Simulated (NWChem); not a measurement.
All runs are NWChem calculations. System: dimethyl diselenide (C2H6Se2), charge 0, spin multiplicity 1, at a geometry optimised with PBE0/def2-SVP. Level: B3LYP/def2-TZVP, VWN1-RPA local correlation.

NWChem printed:

```
             Northwest Computational Chemistry Package (NWChem) 7.3.0
             --------------------------------------------------------

                                NWChem Input Module
                                -------------------

 Scaling coordinates for geometry "geometry" by  1.889725989
 (inverse scale =  0.529177249)

 Turning off AUTOSYM since
 SYMMETRY directive was detected!

                             Geometry "geometry" -> ""
                             -------------------------

 Output coordinates in angstroms (scale by  1.889725989 to convert to a.u.)

  No.       Tag          Charge          X              Y              Z
 ---- ---------------- ---------- -------------- -------------- --------------
    1 C                    6.0000    -1.99021000     0.35833700     1.07656400
    2 Se                  34.0000    -0.99603000    -0.59305000    -0.30695000
    3 Se                  34.0000     0.99603000     0.59305000    -0.30695000
    4 C                    6.0000     1.99021000    -0.35833700     1.07656400
    5 H                    1.0000    -2.99406000    -0.09193200     1.09798300
    6 H                    1.0000    -2.07058800     1.42227800     0.82132600
    7 H                    1.0000    -1.51484200     0.23252000     2.05759300
    8 H                    1.0000     2.99406000     0.09193200     1.09798300
    9 H                    1.0000     2.07058800    -1.42227800     0.82132600
   10 H                    1.0000     1.51484200    -0.23252000     2.05759300

 Effective nuclear repulsion energy (a.u.)     541.3091135060

            Nuclear Dipole moment (a.u.)
            ----------------------------
        X                 Y               Z
 ---------------- ---------------- ----------------
    -0.0000000000     0.0000000000    -0.0000529123

      Symmetry information
      --------------------

 Group name             C2
 Group number              4
 Group order               2
 No. of unique centers     5

      Symmetry unique atoms

     1    2    5    6    7


 Summary of "ao basis" -> "" (spherical)
 ------------------------------------------------------------------------------
       Tag                 Description            Shells   Functions and Types
 ---------------- ------------------------------  ------  ---------------------
 *                         def2-tzvp                  on all atoms

                                 NWChem DFT Module
[...]
              MO Center= -2.1D-13, -1.3D-13, -2.2D-01, r^2= 3.6D+00
   Bfn.  Coefficient  Atom+Function         Bfn.  Coefficient  Atom+Function
  ----- ------------  ---------------      ----- ------------  ---------------
    49      0.261424   2 Se pz               97     -0.261424   3 Se pz
    52      0.197106   2 Se pz              100     -0.197106   3 Se pz
    43     -0.181096   2 Se pz               91      0.181096   3 Se pz
    48     -0.174841   2 Se py               96     -0.174841   3 Se py
    46      0.168362   2 Se pz               94     -0.168362   3 Se pz

 Vector   43  Occ=2.000000D+00  E=-2.303492D-01  Symmetry=a
              MO Center=  2.2D-13,  1.2D-13, -1.1D-01, r^2= 3.6D+00
   Bfn.  Coefficient  Atom+Function         Bfn.  Coefficient  Atom+Function
  ----- ------------  ---------------      ----- ------------  ---------------
    48      0.257412   2 Se py               96     -0.257412   3 Se py
    51      0.213144   2 Se py               99     -0.213144   3 Se py
    49     -0.194850   2 Se pz               97     -0.194850   3 Se pz
    42     -0.177874   2 Se py               90      0.177874   3 Se py
    45      0.165173   2 Se py               93     -0.165173   3 Se py

 Vector   44  Occ=0.000000D+00  E=-4.527511D-02  Symmetry=b
              MO Center= -4.8D-15, -2.0D-14, -2.5D-01, r^2= 4.8D+00
   Bfn.  Coefficient  Atom+Function         Bfn.  Coefficient  Atom+Function
  ----- ------------  ---------------      ----- ------------  ---------------
    50      0.601160   2 Se px               98      0.601160   3 Se px
     5      0.400559   1 C  s               132     -0.400559   4 C  s
    37      0.377075   2 Se s                85     -0.377075   3 Se s
    51      0.311120   2 Se py               99      0.311120   3 Se py
    47      0.289077   2 Se px               95      0.289077   3 Se px

 Vector   45  Occ=0.000000D+00  E= 1.064395D-02  Symmetry=a
              MO Center= -2.3D-14, -1.9D-15,  4.6D-01, r^2= 7.4D+00
   Bfn.  Coefficient  Atom+Function         Bfn.  Coefficient  Atom+Function
  ----- ------------  ---------------      ----- ------------  ---------------
     5      1.435225   1 C  s               132      1.435225   4 C  s
   173     -0.702971   7 H  s               191     -0.702971  10 H  s
    37     -0.625316   2 Se s                85     -0.625316   3 Se s
   161     -0.547123   5 H  s               179     -0.547123   8 H  s
    50      0.390423   2 Se px               98     -0.390423   3 Se px

 Vector   46  Occ=0.000000D+00  E= 1.097547D-02  Symmetry=b
              MO Center=  2.8D-15,  7.9D-15,  2.8D-01, r^2= 7.1D+00
   Bfn.  Coefficient  Atom+Function         Bfn.  Coefficient  Atom+Function
  ----- ------------  ---------------      ----- ------------  ---------------
     5      1.680094   1 C  s               132     -1.680094   4 C  s
   167     -0.696806   6 H  s               185      0.696806   9 H  s
    52     -0.560195   2 Se pz              100      0.560195   3 Se pz
    37     -0.517926   2 Se s                85      0.517926   3 Se s
    50      0.458456   2 Se px               98      0.458456   3 Se px

 center of mass
 --------------
 x =   0.00000000 y =   0.00000000 z =  -0.14678961

 moments of inertia (a.u.)
 ------------------
         416.650851586647        -250.068219468315           0.000000000000
        -250.068219468315        1202.952745829288           0.000000000000
           0.000000000000           0.000000000000        1234.810375555816

     Multipole analysis of the density
     ---------------------------------

     L   x y z        total         alpha         beta         nuclear
     -   - - -        -----         -----         ----         -------
     0   0 0 0     -0.000000    -43.000000    -43.000000     86.000000

     1   1 0 0      0.000000      0.000000      0.000000     -0.000000
     1   0 1 0     -0.000000     -0.000000     -0.000000      0.000000
     1   0 0 1      0.718006      0.359030      0.359030     -0.000053

     2   2 0 0    -34.070892   -277.875508   -277.875508    521.680124
     2   1 1 0     -0.525028    -45.910436    -45.910436     91.295844
     2   1 0 1     -0.000000     -0.000000     -0.000000     -0.000000
     2   0 2 0    -38.848132    -72.325479    -72.325479    105.802825
     2   0 1 1     -0.000000     -0.000000     -0.000000     -0.000000
     2   0 0 2    -37.943430    -77.077197    -77.077197    116.210965

 Task  times  cpu:       20.5s     wall:       20.5s

 Total times  cpu:       20.5s     wall:       20.5s
```

Write an NWChem input that would produce this output.

Several could match; the one computed here: 
```
start mol
memory heap 200 mb stack 900 mb global 1100 mb
geometry units angstroms nocenter noautoz
  C     -1.990210     0.358337     1.076564
  Se    -0.996030    -0.593050    -0.306950
  Se     0.996030     0.593050    -0.306950
  C      1.990210    -0.358337     1.076564
  H     -2.994060    -0.091932     1.097983
  H     -2.070588     1.422278     0.821326
  H     -1.514842     0.232520     2.057593
  H      2.994060     0.091932     1.097983
  H      2.070588    -1.422278     0.821326
  H      1.514842    -0.232520     2.057593
  symmetry group C2
end
basis spherical
  * library def2-tzvp
end
dft
  xc b3lyp
  semidirect memsize 60000000 filesize 0
  iterations 100
end
task dft energy
```
